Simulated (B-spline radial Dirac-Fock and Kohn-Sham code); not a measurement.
## Widths and yields of inner-shell holes in Pm³⁺

System: Pm³⁺ in the configuration 1s2 2s2 2p6 3s2 3p6 3d10 4s2 4p6 4d10 4f4 5s2 5p6, inside a Watson sphere of charge -3 and radius 1.6 Å (a model of the Madelung potential; inside it an electron's potential energy is raised by 27.0 eV).

Input of the calculation (task.json; shells as n, l, electrons):

```json
{"items": [{
  "Z": 61,
  "q": 3,
  "cfg": [[1, 0, 2], [2, 0, 2], [2, 1, 6], [3, 0, 2], [3, 1, 6], [3, 2, 10], [4, 0, 2], [4, 1, 6], [4, 2, 10], [4, 3, 4], [5, 0, 2], [5, 1, 6]],
  "A": 145,
  "rrms": 4.962,
  "watson": [-3, 1.6],
  "do": ["binding", "quiet", "decay"],
  "holes": ["K", "L1", "L2", "L3", "M1", "M2", "M3", "M4", "M5", "N1", "N2", "N3", "N4", "N5"]
}]}
```

Launch: `python xray_run.py task.json out`

Model: independent-particle radiative and Coulomb Auger rates from relativistic LDA hole-state orbitals, with Dirac-Fock energies. Program: an atomic code on a B-spline grid.

Partial widths are in eV. Coster-Kronig decay leaves a hole in the same principal shell; its rates are the weakest part of the model, often 1.5 to 2.5 times too large and more for N holes. Holes without an open Auger channel, or with an unreliable SCF state, are not listed.

```
      hole  radiative   Auger  Coster-Kronig  total  fluorescence yield  lifetime (fs)
    K (1s)       16.7    1.35              0   18.0               0.925         0.0365
   L1 (2s)      0.317    1.68           2.35   4.35              0.0728          0.151
L2 (2p1/2)      0.527    2.53          0.621   3.68               0.143          0.179
L3 (2p3/2)      0.490    2.98              0   3.47               0.141          0.190
   M1 (3s)     0.0102   0.645           12.6   13.3            0.000766         0.0497
M2 (3p1/2)     0.0101   0.725           6.29   7.03             0.00143         0.0936
M3 (3p3/2)     0.0102   0.787           6.21   7.01             0.00146         0.0939
M4 (3d3/2)    0.00333   0.864              0  0.867             0.00384          0.759
M5 (3d5/2)    0.00314   0.882              0  0.886             0.00354          0.743
   N1 (4s)   0.000316  0.0890           9.01   9.10            3.47e-05         0.0723
N2 (4p1/2)   0.000600  0.0916           5.19   5.28            0.000114          0.125
N3 (4p3/2)   0.000447  0.0969           5.33   5.42            8.23e-05          0.121
N4 (4d3/2)   0.000160  0.0764          0.886  0.962            0.000166          0.684
N5 (4d5/2)   0.000147  0.0823          0.883  0.965            0.000152          0.682
```
